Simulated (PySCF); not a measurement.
Potential energy of BeAl along the bond

Set-up: PySCF, no relativity, basis sets Be aug-cc-pVDZ, Al aug-cc-pV(D+d)Z. Energies in eV from Be + Al in their ground configurations at the same level. State: ²Π (doublet), unpaired electrons π ↑.

All columns are PBE0. A positive dipole means Be(−)Al(+).

```json
{"R (Å)": "2.084", "E (eV)": "-0.425", "μ (D)": "-0.51", "Mulliken charge on Be (basis-dependent)": "-0.15", "HOMO (eV)": "-4.82", "LUMO (eV)": "-2.96", "Mayer bond order": "1.05", "⟨S²⟩": "0.77"}
{"R (Å)": "2.181", "E (eV)": "-0.623", "μ (D)": "-0.43", "Mulliken charge on Be (basis-dependent)": "-0.13", "HOMO (eV)": "-4.68", "LUMO (eV)": "-2.86", "Mayer bond order": "0.99", "⟨S²⟩": "0.77"}
{"R (Å)": "2.278", "E (eV)": "-0.733", "μ (D)": "-0.35", "Mulliken charge on Be (basis-dependent)": "-0.13", "HOMO (eV)": "-4.56", "LUMO (eV)": "-2.78", "Mayer bond order": "0.93", "⟨S²⟩": "0.77"}
{"R (Å)": "2.350", "E (eV)": "-0.772", "μ (D)": "-0.29", "Mulliken charge on Be (basis-dependent)": "-0.13", "HOMO (eV)": "-4.48", "LUMO (eV)": "-2.72", "Mayer bond order": "0.88", "⟨S²⟩": "0.77"}
{"R (Å)": "2.423", "E (eV)": "-0.784", "μ (D)": "-0.24", "Mulliken charge on Be (basis-dependent)": "-0.13", "HOMO (eV)": "-4.41", "LUMO (eV)": "-2.67", "Mayer bond order": "0.84", "⟨S²⟩": "0.77"}
{"R (Å)": "2.496", "E (eV)": "-0.775", "μ (D)": "-0.18", "Mulliken charge on Be (basis-dependent)": "-0.13", "HOMO (eV)": "-4.34", "LUMO (eV)": "-2.62", "Mayer bond order": "0.79", "⟨S²⟩": "0.77"}
{"R (Å)": "2.593", "E (eV)": "-0.741", "μ (D)": "-0.13", "Mulliken charge on Be (basis-dependent)": "-0.14", "HOMO (eV)": "-4.27", "LUMO (eV)": "-2.56", "Mayer bond order": "0.73", "⟨S²⟩": "0.77"}
{"R (Å)": "2.714", "E (eV)": "-0.674", "μ (D)": "-0.09", "Mulliken charge on Be (basis-dependent)": "-0.14", "HOMO (eV)": "-4.19", "LUMO (eV)": "-2.51", "Mayer bond order": "0.65", "⟨S²⟩": "0.77"}
{"R (Å)": "2.859", "E (eV)": "-0.580", "μ (D)": "-0.07", "Mulliken charge on Be (basis-dependent)": "-0.14", "HOMO (eV)": "-4.11", "LUMO (eV)": "-2.53", "Mayer bond order": "0.55", "⟨S²⟩": "0.77"}
{"R (Å)": "3.053", "E (eV)": "-0.452", "μ (D)": "-0.09", "Mulliken charge on Be (basis-dependent)": "-0.12", "HOMO (eV)": "-4.04", "LUMO (eV)": "-2.54", "Mayer bond order": "0.44", "⟨S²⟩": "0.77"}
```

A fit through these points gives, at Re = 2.425 Å, μ = -0.23 D and dμ/dR = 0.732 D/Å; the reduced mass is 6.756 u.

How strong is the fundamental in the double-harmonic approximation, I = 42.26·(dμ/dR)²/μred km/mol?

I = 42.26·(0.732)²/6.756 = 3.35 km/mol at PBE0.

The state was picked by a PBE0 search and need not be the measured ground state.
